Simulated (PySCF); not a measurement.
PySCF input (BP86/def2-SVP):

```python
from pyscf import gto, dft

mol = gto.M(
    atom='''
    H     3.17390800   -0.44453700   -0.13328900
    C     2.10824700   -0.39349900    0.01246700
    C     1.08476600    0.25353900   -0.46252300
    C    -0.32681600    0.05037900    0.00898800
    F    -1.12081400   -0.33631300   -1.01310700
    F    -0.84206400    1.20461300    0.48533400
    F    -0.43177400   -0.87052000    0.97552400
    H     1.18077400    1.00199700   -1.25006100
    ''',
    basis='def2-svp',
    charge=0,
    spin=1,
    verbose=4,
)

mf = dft.UKS(mol, xc='bp86')
mf.grids.level = 3
mf.conv_tol = 1e-9
mf.max_cycle = 100
mf.max_memory = 1500
mf.kernel()
if not mf.converged:
    mf = mf.newton()
    mf.kernel(mf.make_rdm1())
mo, _, stable, _ = mf.stability(return_status=True)
if not stable:
    mf.kernel(mf.make_rdm1(mo, mf.mo_occ))
    stable = mf.stability(return_status=True)[2]
mf.dip_moment()
```

Output:

```
PySCF version 2.14.0

[INPUT] verbose = 4
[INPUT] num. atoms = 8
[INPUT] num. electrons = 47
[INPUT] charge = 0
[INPUT] spin (= nelec alpha-beta = 2S) = 1
[INPUT] symmetry False subgroup None
[INPUT] Mole.unit = angstrom
[INPUT] Symbol           X                Y                Z      unit          X                Y                Z       unit  Magmom
[INPUT]  1 H      3.173908000000  -0.444537000000  -0.133289000000 AA    5.997816864566  -0.840053182236  -0.251879705417 Bohr   0.0
[INPUT]  2 C      2.108247000000  -0.393499000000   0.012467000000 AA    3.984009432936  -0.743605340290   0.023559215595 Bohr   0.0
[INPUT]  3 C      1.084766000000   0.253539000000  -0.462523000000 AA    2.049910649240   0.479119271896  -0.874041796312 Bohr   0.0
[INPUT]  4 C     -0.326816000000   0.050379000000   0.008988000000 AA   -0.617592733126   0.095202512429   0.016984858408 Bohr   0.0
[INPUT]  5 F     -1.120814000000  -0.336313000000  -1.013107000000 AA   -2.118031496578  -0.635539462131  -1.914494764880 Bohr   0.0
[INPUT]  6 F     -0.842064000000   1.204613000000   0.485334000000 AA   -1.591270339356   2.276388656091   0.917148338940 Bohr   0.0
[INPUT]  7 F     -0.431774000000  -0.870520000000   0.975524000000 AA   -0.815934607708  -1.645044385956   1.843473187940 Bohr   0.0
[INPUT]  8 H      1.180774000000   1.001997000000  -1.250061000000 AA    2.231339475007   1.893499907636  -2.362272929000 Bohr   0.0

nuclear repulsion = 241.30365315775
number of shells = 42
number of NR pGTOs = 158
number of NR cGTOs = 94
basis = def2-svp
ecp = {}

******** <class 'pyscf.dft.uks.UKS'> ********
method = UKS
initial guess = minao
damping factor = 0
level_shift factor = 0
DIIS = <class 'pyscf.scf.diis.CDIIS'>
diis_start_cycle = 1
diis_space = 8
diis_damp = 0
SCF conv_tol = 1e-09
SCF conv_tol_grad = None
SCF max_cycles = 100
direct_scf = True
direct_scf_tol = 1e-13
number electrons alpha = 24  beta = 23
XC library pyscf.dft.libxc version 7.1.2
    S. Lehtola, C. Steigemann, M. J. T. Oliveira, and M. A. L. Marques,  SoftwareX 7, 1–5 (2018)
XC functionals = bp86
    A. D. Becke,  Phys. Rev. A 38, 3098 (1988)
    J. P. Perdew,  Phys. Rev. B 33, 8822 (1986)
    J. P. Perdew,  Phys. Rev. B 34, 7406–7406 (1986)
radial grids:
    Treutler-Ahlrichs [JCP 102, 346 (1995); DOI:10.1063/1.469408] (M4) radial grids

becke partition: Becke, JCP 88, 2547 (1988); DOI:10.1063/1.454033
pruning grids: <function nwchem_prune>
grids dens level: 3
symmetrized grids: False
atomic radii adjust function: <function treutler_atomic_radii_adjust>
small_rho_cutoff = 0
Set gradient conv threshold to 3.16228e-05
tot grids = 104760
init E= -415.294546259339
  alpha nocc = 24  HOMO = -0.220602065409415  LUMO = -0.0935474511509935
  beta  nocc = 23  HOMO = -0.32798391398246  LUMO = -0.220602065409414

WARN: HOMO -0.220602065409415 >= LUMO -0.220602065409414

cycle= 1 E= -414.480511177476  delta_E= 0.814  |g|= 0.647  |ddm|= 2.22
  alpha nocc = 24  HOMO = -0.205554035428841  LUMO = -0.0365105522422118
  beta  nocc = 23  HOMO = -0.240641091205369  LUMO = -0.12798165586068
  HOMO = -0.205554035429  LUMO = -0.127981655861  gap/eV = 2.11085
cycle= 2 E= -414.130060338188  delta_E= 0.35  |g|= 1.23  |ddm|= 1.33
  alpha nocc = 24  HOMO = -0.216635284688134  LUMO = -0.0415364162513585
  beta  nocc = 23  HOMO = -0.262291208196364  LUMO = -0.134617649799352
  HOMO = -0.216635284688  LUMO = -0.134617649799  gap/eV = 2.23181
cycle= 3 E= -414.624569680808  delta_E= -0.495  |g|= 0.0903  |ddm|= 0.89
  alpha nocc = 24  HOMO = -0.226786335884045  LUMO = -0.0574860638556292
  beta  nocc = 23  HOMO = -0.284322948009012  LUMO = -0.140457369359842
  HOMO = -0.226786335884  LUMO = -0.14045736936  gap/eV = 2.34913
cycle= 4 E= -414.626500027594  delta_E= -0.00193  |g|= 0.0675  |ddm|= 0.138
  alpha nocc = 24  HOMO = -0.233427002797463  LUMO = -0.0573899016859483
  beta  nocc = 23  HOMO = -0.282179485523901  LUMO = -0.144360726172831
  HOMO = -0.233427002797  LUMO = -0.144360726173  gap/eV = 2.42362
cycle= 5 E= -414.628599529671  delta_E= -0.0021  |g|= 0.026  |ddm|= 0.0785
  alpha nocc = 24  HOMO = -0.228468580931948  LUMO = -0.053513502006775
  beta  nocc = 23  HOMO = -0.278466263151997  LUMO = -0.138335599675218
  HOMO = -0.228468580932  LUMO = -0.138335599675  gap/eV = 2.45264
cycle= 6 E= -414.628999939643  delta_E= -0.0004  |g|= 0.0047  |ddm|= 0.0289
  alpha nocc = 24  HOMO = -0.22901736664565  LUMO = -0.0535264572964893
  beta  nocc = 23  HOMO = -0.278660150146817  LUMO = -0.138193877655464
  HOMO = -0.229017366646  LUMO = -0.138193877655  gap/eV = 2.47143
cycle= 7 E= -414.629014562861  delta_E= -1.46e-05  |g|= 0.00225  |ddm|= 0.00665
  alpha nocc = 24  HOMO = -0.229258761124857  LUMO = -0.0535078381544856
  beta  nocc = 23  HOMO = -0.278755184750169  LUMO = -0.138017410533394
  HOMO = -0.229258761125  LUMO = -0.138017410533  gap/eV = 2.48280
cycle= 8 E= -414.629018509536  delta_E= -3.95e-06  |g|= 0.00125  |ddm|= 0.00364
  alpha nocc = 24  HOMO = -0.229278099895329  LUMO = -0.0534058039553691
  beta  nocc = 23  HOMO = -0.278732172972628  LUMO = -0.137855821130615
  HOMO = -0.229278099895  LUMO = -0.137855821131  gap/eV = 2.48773
cycle= 9 E= -414.629019795211  delta_E= -1.29e-06  |g|= 0.000598  |ddm|= 0.00237
  alpha nocc = 24  HOMO = -0.229305785643565  LUMO = -0.0533608735555791
  beta  nocc = 23  HOMO = -0.278736157507903  LUMO = -0.137815336126421
  HOMO = -0.229305785644  LUMO = -0.137815336126  gap/eV = 2.48958
cycle= 10 E= -414.629020106613  delta_E= -3.11e-07  |g|= 9.28e-05  |ddm|= 0.00124
  alpha nocc = 24  HOMO = -0.229309900281481  LUMO = -0.0533493100115336
  beta  nocc = 23  HOMO = -0.278736260392695  LUMO = -0.137824001246165
  HOMO = -0.229309900281  LUMO = -0.137824001246  gap/eV = 2.48946
cycle= 11 E= -414.629020122295  delta_E= -1.57e-08  |g|= 2.29e-05  |ddm|= 0.000353
  alpha nocc = 24  HOMO = -0.229306600532376  LUMO = -0.0533494149319713
  beta  nocc = 23  HOMO = -0.278737458970006  LUMO = -0.137822939290379
  HOMO = -0.229306600532  LUMO = -0.13782293929  gap/eV = 2.48940
cycle= 12 E= -414.629020122608  delta_E= -3.12e-10  |g|= 8.39e-06  |ddm|= 6.18e-05
  alpha nocc = 24  HOMO = -0.229306321577067  LUMO = -0.0533490840455779
  beta  nocc = 23  HOMO = -0.278736847470396  LUMO = -0.137824054468823
  HOMO = -0.229306321577  LUMO = -0.137824054469  gap/eV = 2.48936
Extra cycle  E= -414.629020122617  delta_E= -9.09e-12  |g|= 9.6e-06  |ddm|= 2.37e-05
converged SCF energy = -414.629020122617  <S^2> = 0.7583944  2S+1 = 2.0083769
uhf_internal: lowest eigs of H = [0.87644125 0.87877852 0.88334926]
<class 'pyscf.dft.uks.UKS'> wavefunction is stable in the internal stability analysis
Dipole moment(X, Y, Z, Debye):  2.12934,  0.46802, -0.87741
```

The geometry given is a B3LYP-D3(BJ)/def2-TZVP minimum.
